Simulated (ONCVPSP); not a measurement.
oxygen: variants of one ONCV potential

Base potential:

oxygen (O), optimised norm-conserving Vanderbilt (ONCV), made with ONCVPSP 4.0.1 (LDA (Perdew-Zunger), scalar-relativistic). Core [He], reference 2s2 2p2 (charge +2). Waves: 2s: rc 0.60 bohr, ncon 4, nbas 9, qcut 9.1 1/bohr, local; 2p: rc 1.55 bohr, ncon 4, nbas 9, qcut 7.4 1/bohr, 2 projectors, debl 1 Ha; d scattering state at 0.46 Ha: rc 1.45 bohr, ncon 4, nbas 7, qcut 6.5 1/bohr, 3 projectors, debl 2.3 Ha. Local part: the s channel. Core correction: none.

In the p channel the program set the typed energies aside and used -1.593, 0.250 Ha.

All-electron outer shells of the reference configuration (LDA (Perdew-Zunger), scalar-relativistic, ld1.x):

| shell | level (eV) | outermost node (bohr) | outermost maximum (bohr) |
| --- | --- | --- | --- |
| 1s | -553.87 | – | 0.13 |
| 2s | -58.02 | 0.28 | 0.84 |
| 2p | -43.35 | – | 0.74 |

Cutoffs, loose and tight: the cutoffs (Ha) at which the residual kinetic energy of the hardest occupied pseudo-wave falls to 1 and 0.1 mHa per electron. They do not see the model core or the augmentation charge, which bear on the density cutoff. Test errors are all-electron minus pseudo excitation energies from the reference, over the configurations 2s2 2p4; 2s2 2p3; 2s2 2p1; 2s2 2p3.5. A dash means not determined; rows that change the core or the reference have their own tests.

A true bound ghost makes a file unfit for plane-wave use even where its test errors are small: the radial tests pick states by their node count and pass the ghost by.

| change | outcome | cutoff, loose | cutoff, tight | bound ghosts | GHOST(+) flags above zero | largest test error (meV) |
| --- | --- | --- | --- | --- | --- | --- |
| base | generated, projector energies reset by the program | 135 Ha | 622 Ha | none | d | +411 |
| d: rc 1.06 | generated, projector energies reset by the program | 135 Ha | 622 Ha | none | d | +411 |
| d: rc 1.44 | generated, projector energies reset by the program | 135 Ha | 622 Ha | none | d | +411 |
| d: rc 1.7 | generated, projector energies reset by the program | 135 Ha | 622 Ha | none | none | +411 |
| d: rc 1.8 | generated, projector energies reset by the program | 135 Ha | 622 Ha | none | none | +411 |
| d: rc 2.06 | generated, projector energies reset by the program | 135 Ha | 622 Ha | none | none | +411 |

(1) What comes out with this change to the base: d: rc 1.26?

## Answers

(1) outcome: generated, projector energies reset by the program; cutoff, loose: 135 Ha; cutoff, tight: 622 Ha; bound ghosts: d; GHOST(+) flags above zero: none; largest test error (meV): +411.

Reading the sweep of the d radius (base included, trends over the rows without a ghost): The loose cutoff stays near 135 Ha. The median size of the test errors (rows with all tests solved) stays near 326.5 meV. Bound ghosts are found at 1.26 bohr.
